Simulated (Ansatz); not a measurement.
`FCC(F)C(F)(F)OC(F)F` → `FCC(F)(F)OC(F)(F)CF`  (isomerisation)

Gas-phase electronic energies from Ansatz, PBE0-D4/def2-TZVP geometries. CCSD(T)/CBS is the MP2 limit (def2-TZVPP, def2-QZVPP) plus CCSD(T) − MP2 in def2-TZVPP, frozen cores. DFT in def2-TZVPP. Each species was taken in one conformer, which may not be the lowest.

`FCC(F)C(F)(F)OC(F)F`:

Z-matrix (Å, degrees):
```
C
C 1 1.507
F 1 1.374 2 109.0
H 1 1.092 2 110.3 3 -119.4
H 1 1.093 2 110.1 3 119.3
C 2 1.528 1 112.3 3 -166.3
F 2 1.376 1 110.3 3 73.3
H 2 1.094 1 110.3 3 -46.1
O 6 1.374 2 115.5 1 -52.7
F 6 1.337 2 108.6 1 65.5
F 6 1.347 2 109.1 1 -177.2
C 9 1.379 6 119.0 2 -70.6
F 12 1.334 9 107.0 6 -138.7
F 12 1.344 9 109.0 6 105.4
H 12 1.090 9 113.3 6 -16.9
```

`FCC(F)(F)OC(F)(F)CF`:

```xyz
15

F    -2.478   -1.022    0.941
C    -1.271   -1.441    1.421
C    -0.225   -0.366    1.207
F     0.931   -0.806    1.744
F    -0.554    0.764    1.850
O    -0.077   -0.151   -0.143
C     0.540    0.981   -0.622
F     1.613    1.302    0.116
F    -0.302    2.034   -0.576
C     0.921    0.757   -2.071
F     1.817   -0.267   -2.168
H    -0.959   -2.345    0.895
H    -1.349   -1.631    2.494
H     1.372    1.677   -2.450
H     0.020    0.513   -2.637
```

| level | ΔE (kJ/mol) |
| --- | --- |
| revPBE-D4 | 2.9 |
| ωB97M-V | 1.4 |
| SCS-MP2/def2-TZVPP | 2.1 |
| HF/CBS(def2) | -6.3 |

Question: What does CCSD(T)/CBS give? (An estimate is asked.)

Answer: Ansatz gave: +0.8 kJ/mol. The listed levels differ from it by 2.1, 0.6, 1.3, -7.1 kJ/mol.

Largest T1 diagnostic among the species: 0.012.

Leaving LDA and LC-ωPBE aside and taking each functional with its dispersion term where it has one, the values, not all of them listed here, spread over 3.6 kJ/mol, from r2SCAN0-D4 to PBE-D4. LDA lies +3.0 kJ/mol from PBE without D4. In def2-TZVPP, CCSD(T) changes the Hartree–Fock value by +8.4 kJ/mol (the triples alone add +1.1 kJ/mol) and MP2 by +9.2 kJ/mol.

CCSD(T)/CBS has its own doubt, a few kJ/mol and more with outer-core shells, so smaller differences from it don't rank the levels.
